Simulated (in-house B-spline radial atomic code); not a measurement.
Settings and results of a run for the bromine ion Br⁵⁺. Computed with an all-electron radial atomic-structure program (B-spline basis): Dirac-Kohn-Sham LDA PW92, spherical fractional occupations, Fermi nucleus of rms radius 4.1629 fm.

Command:
```bash
python run_scf.py task.json out
```
Settings (nuclear radius in fm, mass in u):
```
Z                35
configuration    [Ar] 3d10 4s2
hamiltonian      dirac
method           lda,pw
spin_polarised   False
nucleus          fermi
rms_radius       4.1629
atomic_mass      78.91834
speed_of_light   137.035999084
```

Output (hartree, bohr):
```
 radial grid: 68 intervals, B-splines of order 8, outer radius 18.2456 bohr

 iter        energy (Eh)    residual
    1       -2589.234618    5.23e-01
    2       -2591.455712    6.11e-01
    3       -2596.761230    6.00e-02
    4       -2596.824607    1.07e-02
    5       -2596.826346    1.54e-03
    6       -2596.826383    8.10e-04
    7       -2596.826393    1.28e-04
    8       -2596.826393    1.98e-07

 total energy                     -2596.82639
 kinetic                            2662.1673
 electron-nucleus                  -6196.9322
 Hartree                            1024.7222
 exchange-correlation                -86.7837

 first-order corrections (not in the total)
   Gaunt                             1.4262
   retardation                      -0.1361
   frequency dependence             -0.0060
   self-energy                       0.9562
   Uehling                          -0.0967
   Wichmann-Kroll                    0.0010
   recoil                            0.0131

 orbital      occ     eigenvalue          <r>       <r^2>       <1/r>       <r^4>       r_max    small
 1s1/2      2.000      -491.1321    0.0427993  0.00246656     35.6136 1.56723e-05     0.02795  1.61e-02
 2s1/2      2.000       -66.2063     0.189528   0.0424138     7.94412  0.00311444      0.1595  3.17e-03
 2p1/2      2.000       -59.9457     0.162833   0.0325533     7.91944  0.00213814      0.1252  3.17e-03
 2p3/2      4.000       -58.2024     0.166728   0.0339993     7.65957   0.0023122      0.1284  3.10e-03
 3s1/2      2.000       -11.3165     0.551387    0.349843     2.60696    0.194177      0.4844  7.68e-04
 3p1/2      2.000        -9.1353     0.555965    0.362175     2.49377    0.221472       0.475  7.18e-04
 3p3/2      4.000        -8.8824     0.566413    0.375701     2.43119    0.238073      0.4837  6.98e-04
 3d3/2      4.000        -5.0773      0.58073    0.415688     2.17955    0.363737      0.4269  5.81e-04
 3d5/2      6.000        -5.0367     0.584585    0.421082     2.16348    0.372905      0.4296  5.76e-04
 4s1/2      2.000        -2.9960      1.46219     2.40632    0.918923     8.49392       1.324  1.58e-04

 Slater integrals (Eh)
   F0(3d3/2,3d3/2)               1.578275
   F2(3d3/2,3d3/2)               0.755535
   F0(3d3/2,3d5/2)               1.573019
   F2(3d3/2,3d5/2)               0.753273
   G2(3d3/2,3d5/2)               0.751696
   G4(3d3/2,3d5/2)               0.472931
   F0(3d3/2,4s1/2)               0.775224
   G2(3d3/2,4s1/2)               0.073863
   F0(3d5/2,3d5/2)               1.567818
   F2(3d5/2,3d5/2)               0.751067
   F4(3d5/2,3d5/2)               0.472530
   F0(3d5/2,4s1/2)               0.774566
   G2(3d5/2,4s1/2)               0.074645
   F0(4s1/2,4s1/2)               0.614477
```

Run time, properties included: 1.4 s on 1 thread of Arm Neoverse V2, on a shared host.

For the Dirac Hamiltonian the kinetic term is c α·p + (β - 1)c².
